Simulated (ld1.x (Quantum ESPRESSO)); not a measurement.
# Bi: what ld1.x (Quantum ESPRESSO) 7.5 does with a changed input

Command:

```bash
ld1.x < Bi.in > Bi.out
```

Input:

```
&input
   title='Bi', zed=83., rel=1, dft='PBEE', iswitch=3,
   config='[Xe] 4f14 5d10 6s2 6p2 6d-2',
   nld=3, rlderiv=2.65, eminld=-4.0, emaxld=5.0, deld=0.02
 /
 &inputp
   pseudotype=3, tm=.true., lloc=-1, rcloc=1.90,
   nlcc=.false.,
   which_augfun='PSQ', rmatch_augfun_nc=.true.,
   file_pseudopw='Bi.UPF', file_wfcaegen='ae.wfc', file_wfcncgen='nc.wfc', file_beta='beta', file_chi='chi', file_wfcusgen='us.wfc'
 /
5
6S  1  0   2.00   0.00  1.95  2.10  0.0
6S  1  0   0.00   0.05  1.95  2.10  0.0
6P  2  1   2.00   0.00  1.80  2.40  0.0
6P  2  1   0.00  -0.20  1.80  2.40  0.0
6D  3  2  -2.00   0.15  2.15  2.45  0.0
 &test
   configts(1)='6s2 6p2'
 /
```

This is an input that runs to its end, with one change: functional typed as PBEE.

How does the run end?

The program runs through. The occupied levels of the test differ from the all-electron ones by at most 0.00000 Ry (unchanged input: 0.00000 Ry). All-electron levels move: 6s -1.003 Ry (was -1.625), 6p -0.399 Ry (was -0.841). Messages: US requires at least two energies per channel 6D.

```
     atomic number is 83.00   valence charge is  5.00
     dft =PBEE   lsd =0 sic =0 latt =0  beta=0.20 tr2=1.0E-14
     mesh =1283 r(mesh) = 100.09897 xmin = -7.00 dx = 0.01250

     n l     nl             e AE (Ry)        e PS (Ry)    De AE-PS (Ry)
     1 0     6S   1( 2.00)       -1.00296       -1.00296        0.00000
     2 1     6P   1( 2.00)       -0.39873       -0.39873        0.00000

     eps = 2.1E-15  iter =  4

     Etot =  -42297.193130 Ry,  -21148.596565 Ha, -575482.629690 eV
     Etotps =    -7.805449 Ry,      -3.902724 Ha,    -106.198540 eV

     Ekin =       1.960484 Ry,       0.980242 Ha,      26.673749 eV
     Encl =     -17.615947 Ry,      -8.807973 Ha,    -239.677163 eV
     Ehrt =       4.993155 Ry,       2.496577 Ha,      67.935334 eV
     Ecxc =      -0.057440 Ry,      -0.028720 Ha,      -0.781506 eV
     Epseu=       2.914298 Ry,       1.457149 Ha,      39.651046 eV

     ---------------------- End of pseudopotential test ----------------------
```
